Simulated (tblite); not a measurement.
Compound: C₃H₁₀Ge₂O.
Atom-mapped SMILES: `[CH2:1]=[CH:2][GeH2:3][O:4][CH2:5][GeH3:6]` (hydrogens: H7, H8 on C1; H9 on C2; H10, H11 on Ge3; H12, H13 on C5; H14, H15, H16 on Ge6)

Computed with GFN2-xTB (tblite), gas phase: L-BFGS steps from a force-field or distance-geometry start until the largest atomic force falls under 0.01 eV/Å.

Step 9: E = -527.3445 eV
```
atom  x, y, z in Å  |  force x, y, z in eV/Å
C1     -3.0543    1.1873   -0.6483   -0.042   0.005  -0.015
C2     -1.8255    0.7040   -0.6088    0.072  -0.067   0.019
Ge3    -1.3167   -0.7935    0.5459   -0.028  -0.092  -0.043
O4      0.2258   -0.3701    1.3206    0.038  -0.033  -0.003
C5      1.2844   -0.4876    0.3929    0.232   0.068   0.088
Ge6     3.0109    0.0327    1.1639    0.308   0.027   0.115
H7     -3.3509    2.0041   -1.2865    0.021   0.061  -0.022
H8     -3.8266    0.7555   -0.0322   -0.067   0.044  -0.014
H9     -1.0362    1.1316   -1.2254   -0.190  -0.011   0.063
H10    -2.2889   -1.1817    1.6280    0.065   0.121   0.002
H11    -0.8907   -1.9909   -0.2823   -0.167  -0.115  -0.028
H12     1.1010    0.0898   -0.5136   -0.064   0.138  -0.114
H13     1.4101   -1.5236    0.0791   -0.097  -0.274  -0.167
H14     3.7005   -1.1654    1.7419   -0.047   0.088   0.080
H15     2.9469    1.1058    2.1886   -0.064   0.020   0.063
H16     3.9026    0.5109    0.0597    0.028   0.020  -0.024
```

Step 10: E = -527.3552 eV
```
atom  x, y, z in Å  |  force x, y, z in eV/Å
C1     -3.0630    1.1922   -0.6507    0.106  -0.045  -0.007
C2     -1.8325    0.7081   -0.6127    0.014  -0.117   0.088
Ge3    -1.3218   -0.7947    0.5456    0.054  -0.097  -0.079
O4      0.2324   -0.3825    1.3169    0.007  -0.049  -0.090
C5      1.2896   -0.4948    0.3840    0.275   0.087   0.112
Ge6     3.0168    0.0326    1.1742    0.186   0.058  -0.028
H7     -3.3537    2.0112   -1.2890   -0.005   0.050  -0.007
H8     -3.8333    0.7586   -0.0326   -0.064   0.065  -0.040
H9     -1.0389    1.1326   -1.2251   -0.207   0.002   0.049
H10    -2.2884   -1.1762    1.6364    0.066   0.122  -0.005
H11    -0.8969   -2.0052   -0.2751   -0.201  -0.042  -0.006
H12     1.1036    0.0972   -0.5174   -0.024   0.034  -0.015
H13     1.4197   -1.5330    0.0628   -0.124  -0.109  -0.130
H14     3.7070   -1.1633    1.7498   -0.030   0.066   0.102
H15     2.9468    1.1141    2.1947   -0.065  -0.031   0.025
H16     3.9051    0.5119    0.0617    0.013   0.006   0.032
```

Q: Estimate the geometry and energy of step 11. (The exact step hangs on the optimiser's Hessian estimate; all steps are aligned on step 10, rigid shifts and turns removed.)

A: E = -527.3643 eV, largest force 0.228 eV/Å
```
atom  x, y, z in Å  |  force x, y, z in eV/Å
C1     -3.0687    1.1952   -0.6526    0.161  -0.066   0.007
C2     -1.8379    0.7088   -0.6138   -0.052  -0.133   0.121
Ge3    -1.3244   -0.7977    0.5441    0.113  -0.082  -0.077
O4      0.2384   -0.3922    1.3127    0.008  -0.060  -0.152
C5      1.2984   -0.4995    0.3782    0.211   0.053   0.069
Ge6     3.0261    0.0339    1.1820    0.039   0.069  -0.125
H7     -3.3550    2.0172   -1.2909   -0.004   0.014   0.021
H8     -3.8396    0.7622   -0.0336   -0.053   0.080  -0.064
H9     -1.0448    1.1335   -1.2240   -0.171   0.016   0.022
H10    -2.2866   -1.1691    1.6425    0.068   0.117  -0.007
H11    -0.9060   -2.0177   -0.2709   -0.212  -0.004   0.001
H12     1.1049    0.1039   -0.5200    0.042  -0.063   0.089
H13     1.4235   -1.5422    0.0484   -0.111   0.083  -0.078
H14     3.7112   -1.1606    1.7582   -0.001   0.036   0.121
H15     2.9451    1.1201    2.2005   -0.058  -0.067  -0.008
H16     3.9079    0.5132    0.0628    0.021   0.004   0.060
```

The energy changes by -0.0091 eV. The first-order estimate −F·Δx gives -0.0124 eV and the mean of the old and new forces, exact on a quadratic surface, -0.0091 eV. The step makes an angle of 60° with the force vector and moves no atom by more than 0.018 Å.

The cost below is that of the whole relaxation. On one thread of an Arm Neoverse V2, shared host, this took 1.0 s wall.
